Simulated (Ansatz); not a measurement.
Diatomic ZnF+, closed-shell singlet (lowest of 2S+1 = 1, 3 at CCSD(T)/def2-TZVPP on PBE0 minima; our sources give no spin for the ground state, which may be another). No spin–orbit coupling. Zn is treated without relativity.

The constants come from a fifth-degree fit in 1/R (seven points, main isotopes). Runs in def2 and cc sets follow the lowest solution found near the PBE0 minimum. The singlet is held restricted.

Correlated levels freeze the inner cores; with def2 sets outer-core shells near the valence are correlated too.

Programs: Ansatz (a quantum-chemistry and plane-wave program) with Gaussian orbitals. Values without a source in brackets are computed.

Energies at CCSD(T)/def2-QZVPP:

```json
[
 {"R (Å)": "1.592520", "E (hartree)": "-1878.07124288"},
 {"R (Å)": "1.635330", "E (hartree)": "-1878.07674342"},
 {"R (Å)": "1.674715", "E (hartree)": "-1878.07914848"},
 {"R (Å)": "1.719237", "E (hartree)": "-1878.07945234"},
 {"R (Å)": "1.763759", "E (hartree)": "-1878.07775691"},
 {"R (Å)": "1.815131", "E (hartree)": "-1878.07392875"},
 {"R (Å)": "1.875064", "E (hartree)": "-1878.06764891"}
]
```

**Question.** With a reduced mass of 14.6459 u, find the minimum, the force constant and the constants.

**Answer.** A fifth-degree polynomial in 1/R puts the minimum at r_e = 1.7026 Å with force constant 483 N/m. Then ω_e = (1/2πc)√(k/μ) = 748 cm⁻¹ and B_e = h/(8π²cμr_e²) = 0.3971 cm⁻¹; the cubic and quartic terms give α_e = 0.0029 and ω_e x_e = 4.0 cm⁻¹.
